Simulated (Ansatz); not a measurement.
C3H6 (SMILES C[C]C): geometry of the low-spin state from B3LYP-D3(BJ)/def2-TZVP.
(charge 0, multiplicity 1):
```xyz
9

C      1.2243    -0.0107     0.1054
C     -0.0296     0.2653    -0.6019
C     -1.2103    -0.1147     0.1793
H      1.4677    -0.9965    -0.3372
H      1.1771    -0.1577     1.1967
H      2.0521     0.6400    -0.1785
H     -1.0682    -0.8176     1.0164
H     -2.0817    -0.3751    -0.4225
H     -1.4534     0.8682     0.6283
```
The high-spin state stands at its own minimum; R- takes a restricted low-spin state.

The values were computed with Ansatz (a first-principles code). 

The gap E(multiplicity 1) − E(multiplicity 3) (kcal/mol) and the share of exact exchange:

| functional | exact exchange (%) | value |
|---|---|---|
| R-PBE/def2-TZVPP | 0 | 1.32 |
| R-PBE0/def2-TZVPP | 25 | 4.02 |
| R-B3LYP/def2-TZVPP | 20 | -0.31 |
| R-BHLYP/def2-TZVPP | 50 | 2.11 |
| R-r2SCAN/def2-TZVPP | 0 | 7.20 |

Task: Take the value as linear in the share of exact exchange along PBE and PBE0. Give the slope, say whether the sign turns, and set the other functionals against that line.

Result: 
Slope: (4.02 − (1.32))/2.5 = 1.08 kcal/mol for each 10 %. The line keeps its sign from 0 to 100 %. At 50 % it gives 6.7 kcal/mol. From B3LYP to BHLYP the slope is (2.11 − (-0.31))/3 = 0.81 for each 10 %. BHLYP, at 50 %, lies -4.6 from the PBE line. B3LYP, at 20 %, lies -3.8 from the PBE line. r2SCAN, with none, stands 5.9 from PBE.

Doubts at one or more of the structures used: a restricted determinant that unrestricted orbitals would lower (R-PBE/def2-TZVPP, R-PBE0/def2-TZVPP, R-B3LYP/def2-TZVPP, R-BHLYP/def2-TZVPP, R-r2SCAN/def2-TZVPP).
